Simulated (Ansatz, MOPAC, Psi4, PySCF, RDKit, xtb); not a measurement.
Noncovalent pair: C2H6 (SMILES CC) (first 8 atoms) with CH6Si (SMILES C[SiH3]); geometry from B3LYP-D3(BJ)/def2-TZVP, rigid monomers moved along the line of their centres of mass till H5···Si10 is 4.57 Å.
(charge 0, multiplicity 1):
```xyz
16

C      0.879     0.087     0.455
C     -0.510     0.682     0.245
H      1.557     0.367    -0.353
H      0.842    -1.003     0.494
H      1.326     0.432     1.389
H     -0.477     1.773     0.227
H     -1.195     0.384     1.040
H     -0.943     0.350    -0.701
C     -0.638     0.591     5.449
Si    -0.274    -1.246     5.325
H     -0.122     1.029     6.305
H     -1.708     0.766     5.574
H     -0.312     1.117     4.551
H      1.179    -1.482     5.144
H     -0.992    -1.848     4.176
H     -0.709    -1.943     6.560
```

```tsv
level	interaction energy (kcal/mol)	cost
MMFF94	-0.41	-
UFF	-0.69	-
GFN-FF	-0.54	-
AM1	0.02	-
PM3	-0.02	-
PM7	-0.49	-
HF/6-31G* (no counterpoise)	-0.06	-
HF/aug-cc-pV(D+d)Z	0.02	-
BP86/6-31G* (no counterpoise)	0.16	-
r2SCAN/def2-TZVPPD	-0.12	×1
r2SCAN-D3(BJ)/def2-TZVPPD	-0.45	×1
B3LYP/6-31G*	0.11	-
B3LYP/6-311+G** (no counterpoise)	0.12	-
B3LYP/def2-TZVPPD	0.14	×1
PBE0-D3(BJ)/def2-TZVPPD	-0.58	×1
PBE0-D4/def2-TZVPPD	-0.55	×1
wB97X-V/def2-TZVPPD	-0.43	×3
SCS-MP2/aug-cc-pV(D+d)Z	-0.32	-
CCSD(T)/aug-cc-pV(D+d)Z	-0.42	×60
SAPT0/jun-cc-pV(D+d)Z	-0.30	-
```

The rows run from -0.69 (UFF) to 0.16 kcal/mol (BP86/6-31G* (no counterpoise)). The dispersion term adds -0.33 in r2SCAN-D3(BJ). The 3 functionals in def2-TZVPPD without D3 or D4 span 0.57, from wB97X-V to B3LYP.

Interaction energies are E(AB) − E(A) − E(B) at the monomers' geometry in the complex; basis-set methods are counterpoise corrected. Rows marked so take none. RDKit's UFF carries no charges.

Correlated levels freeze the cores. Rows in 6-311+G**, 6-31G* carry no dispersion term and start afresh at each structure (6-31G* with six Cartesian d functions). The state reached by AM1, PM3, PM7 isn't checked; PM7 holds dispersion and hydrogen-bond terms.

Run with Ansatz (Gaussian orbitals); MOPAC for AM1, PM3, PM7 (differences of heats of formation); Psi4 for SAPT; PySCF for 6-311+G** rows, 6-31G* rows, the dispersion terms; RDKit for the force fields; xtb for the GFN methods. Values without a source in brackets are computed.

Costs are rough ratios of core time to PBE/def2-TZVPPD (about 14 s over the structures, on one shared machine); a dash marks a level with no comparable run of its own.

Ansatz is a quantum-chemistry and plane-wave program.
